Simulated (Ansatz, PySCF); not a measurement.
Molecule: Bi2, charge 0, multiplicity 1. SMILES: [Bi]#[Bi]
Geometry from a B3LYP-D3(BJ)/def2-TZVP (Ansatz, a first-principles code) optimisation:
```
Bi
Bi 1 2.6389
```

Property: vertical ionisation energy (to the doublet state of charge +1; each state is the SCF solution reached for its spin; the UHF <S^2> is 1.42 for the doublet (pure: 0.75); for the doublet T1 is 0.096; for the singlet the Hartree-Fock reference is unstable and T1 is 0.020), in eV. Cores are frozen in the correlated levels unless marked. UHF or UKS for open shells. Spin-orbit coupling is left out. Frozen are the shells of the preceding noble gas and the d and f shells that filled before the atom's block. Past Kr the def2 sets carry scalar-relativistic core potentials. CBS(X,Y): correlation extrapolated as X^-3; Hartree-Fock from the larger set.

| level | program | vertical ionisation energy (eV) | minus last row |
|---|---|---|---|
| SVWN5/def2-TZVPD | Ansatz | 8.34 | 0.04 |
| PBE0/def2-TZVPD | Ansatz | 7.99 | -0.31 |
| BHLYP/def2-TZVPD | Ansatz | 7.86 | -0.44 |
| CAM-B3LYP/def2-TZVPD | Ansatz | 7.97 | -0.33 |
| wB97M-V/def2-TZVPD | Ansatz | 7.87 | -0.43 |
| wB97X-V/def2-TZVPD | Ansatz | 7.86 | -0.44 |
| CCSD/def2-SVPD | Ansatz | 7.96 | -0.34 |
| CCSD(T)/def2-TZVPPD | Ansatz | 8.20 | -0.10 |
| CCSD(T)/def2-QZVPPD | Ansatz | 8.25 | -0.05 |
| CCSD(T)/CBS(def2-TZVPPD,def2-QZVPPD) | Ansatz | 8.30 | 0.00 |

For comparison, minus the highest occupied orbital energy (PySCF): 7.50 eV at HF/def2-TZVPD, 6.65 eV at M06-2X/def2-TZVPD, 5.70 eV at TPSSh/def2-TZVPD.
